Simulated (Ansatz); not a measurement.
**Molecular dynamics of CH₇Al₂NO**

Input:

```yaml
crystal:
  periodic: [false, false, false]
  atoms:
    - { symbol: C, position_ang: [-1.736066, 0.764106, -1.783702] }
    - { symbol: Al, position_ang: [-1.37212, -0.438853, -0.242289] }
    - { symbol: Al, position_ang: [0.957244, -0.17049, 0.70188] }
    - { symbol: "N", position_ang: [1.722498, -1.049132, 2.04602] }
    - { symbol: O, position_ang: [1.790393, 1.049833, -0.167796] }
    - { symbol: H, position_ang: [-1.982913, 1.41937, -2.614959] }
    - { symbol: H, position_ang: [-2.579739, 0.118631, -1.518797] }
    - { symbol: H, position_ang: [-0.723018, 0.925013, -1.40801] }
    - { symbol: H, position_ang: [-2.61281, -1.368982, 0.109225] }
    - { symbol: H, position_ang: [2.665036, -0.909683, 2.400186] }
    - { symbol: H, position_ang: [1.263622, -1.781486, 2.580777] }
    - { symbol: H, position_ang: [2.684774, 1.386473, -0.068435] }
basis:
  gaussian: { orbitals: def2-SVP }
hamiltonian:
  xc: b3lyp
  dispersion: d4
md:
  timestep: 0.5
  n_steps: 200
  ensemble: nve
  temperature: 100.0
  initial_velocities: maxwell_boltzmann
  seed: 4827
```

Command:

```bash
$ ansatz run input.yaml --threads 2 --pin off --max-ram 3072MiB --backend cpu --events-out ev --progress --plain --runs-dir out
```

It starts at the highest image of a converged band. Of that band: Neighbouring images differ by up to 1.8 eV, so the band resolves the path poorly. A vibrational analysis at the climbing image gives one clearly imaginary mode, 1146i cm⁻¹: a first-order saddle point.

Output, in part (step lines, the closing report, with atoms numbered from 0):

```
md step     0: t =     0.00 fs  T =   100.0 K  F+E_penalty+E_count = -17875.90161247 eV  E_kin = 0.129260 eV  conserved = -17875.77235247 eV  (27 SCF iters)
md step     1: t =     0.50 fs  T =    97.8 K  F+E_penalty+E_count = -17875.89866422 eV  E_kin = 0.126376 eV  conserved = -17875.77228787 eV  (28 SCF iters)
md step     2: t =     1.00 fs  T =    91.9 K  F+E_penalty+E_count = -17875.89082021 eV  E_kin = 0.118736 eV  conserved = -17875.77208402 eV  (28 SCF iters)
md step     3: t =     1.50 fs  T =    84.7 K  F+E_penalty+E_count = -17875.88128110 eV  E_kin = 0.109456 eV  conserved = -17875.77182544 eV  (31 SCF iters)
md step     4: t =     2.00 fs  T =    79.2 K  F+E_penalty+E_count = -17875.87404643 eV  E_kin = 0.102408 eV  conserved = -17875.77163863 eV  (25 SCF iters)
md step     5: t =     2.50 fs  T =    77.7 K  F+E_penalty+E_count = -17875.87199351 eV  E_kin = 0.100378 eV  conserved = -17875.77161503 eV  (25 SCF iters)
md step     6: t =     3.00 fs  T =    80.3 K  F+E_penalty+E_count = -17875.87550340 eV  E_kin = 0.103755 eV  conserved = -17875.77174817 eV  (26 SCF iters)
md step     7: t =     3.50 fs  T =    85.6 K  F+E_penalty+E_count = -17875.88255246 eV  E_kin = 0.110612 eV  conserved = -17875.77194096 eV  (31 SCF iters)
[... lines left out ...]
Total energy: -17876.44595570 eV, -656.9472717816 hartree
Atom 0 at    -1.918860     0.497176    -1.954608 Å, force    -0.934474     2.644508     1.037245 eV/Å
Atom 1 at    -1.397128    -0.327462    -0.147866 Å, force     0.282394    -0.661608    -2.921203 eV/Å
Atom 2 at     0.996094    -0.150389     0.652196 Å, force     0.780998     0.811647     0.816420 eV/Å
Atom 3 at     1.642790    -1.065965     2.067195 Å, force     0.100968    -0.103152     0.022317 eV/Å
Atom 4 at     2.031268     1.039380    -0.070453 Å, force    -0.222240    -0.186195     0.197779 eV/Å
Atom 5 at    -2.639805     1.222023    -1.483706 Å, force    -0.259173     0.406458     1.280913 eV/Å
Atom 6 at    -2.795635     0.353794    -2.646950 Å, force     1.188117    -1.259343    -0.346505 eV/Å
Atom 7 at    -1.344946     1.418992    -2.296750 Å, force     0.211015    -1.279497    -0.326491 eV/Å
Atom 8 at    -1.934813    -1.798435    -0.367978 Å, force    -0.533731    -0.305991     0.823798 eV/Å
Atom 9 at     2.608121    -1.029081     2.442839 Å, force    -0.810155    -0.124515    -0.315547 eV/Å
Atom 10 at     1.086289    -1.780029     2.555576 Å, force     0.408995     0.324644    -0.163620 eV/Å
Atom 11 at     2.827759     1.462847     0.276612 Å, force    -0.212715    -0.266956    -0.105108 eV/Å
Dipole moment:     0.112958     0.165219     0.679234 e Å
```

The steps, from the saved trajectory:

```csv
time (fs),T (K),potential energy less start (eV),conserved less start (meV/atom)
0.0,100,0.000,0.00
3.0,80,0.026,0.05
6.0,108,-0.010,0.06
9.0,257,-0.202,0.04
12.0,568,-0.605,0.05
15.0,946,-1.094,-0.11
18.0,959,-1.112,-0.09
21.0,859,-0.980,0.04
24.0,1118,-1.315,0.01
27.0,1526,-1.846,-0.23
30.0,1341,-1.605,-0.04
33.0,1067,-1.251,-0.07
36.0,698,-0.772,0.01
39.0,418,-0.411,-0.01
42.0,483,-0.496,0.00
45.0,827,-0.941,-0.11
48.0,1053,-1.231,0.07
51.0,1400,-1.682,-0.17
54.0,1393,-1.673,-0.11
57.0,1326,-1.587,-0.23
60.0,716,-0.795,0.09
63.0,512,-0.532,-0.02
66.0,677,-0.746,-0.03
69.0,791,-0.895,-0.20
72.0,498,-0.513,0.08
75.0,623,-0.675,0.02
78.0,1118,-1.317,-0.09
81.0,1349,-1.617,-0.22
84.0,1060,-1.241,-0.01
87.0,1056,-1.237,-0.13
90.0,1043,-1.220,-0.08
93.0,912,-1.050,-0.06
96.0,660,-0.724,0.01
99.0,562,-0.598,-0.05
```

The run went to its last step. The conserved energy stayed within 0.29 meV per atom of its start (net change -0.017 meV per atom), so the integration is sound. The kinetic energy rose, since the run started high on the potential surface and went downhill. A run of 0.1 ps of so small a system gives no equilibrium averages. The orbitals stay closed-shell, which can raise the energy where a bond breaks towards radicals; this wasn't checked here.

Parted: Al2–H7 1.84 → 2.94 Å. Pairs count as bonded within 1.25 times the sum of covalent radii (0.12 Å more for H–H).

Last frame:

```xyz
12
Properties=species:S:1:pos:R:3
C -1.919 0.497 -1.955
Al -1.397 -0.328 -0.148
Al 0.996 -0.150 0.652
N 1.643 -1.066 2.067
O 2.031 1.039 -0.070
H -2.640 1.222 -1.484
H -2.796 0.354 -2.647
H -1.345 1.419 -2.297
H -1.935 -1.798 -0.368
H 2.608 -1.029 2.443
H 1.086 -1.780 2.556
H 2.828 1.463 0.277
```

Run time: 6.7 min on 2 threads of Intel(R) Xeon(R) Platinum 8488C (Sapphire Rapids), with other jobs on the host, peak memory 0.27 GiB.
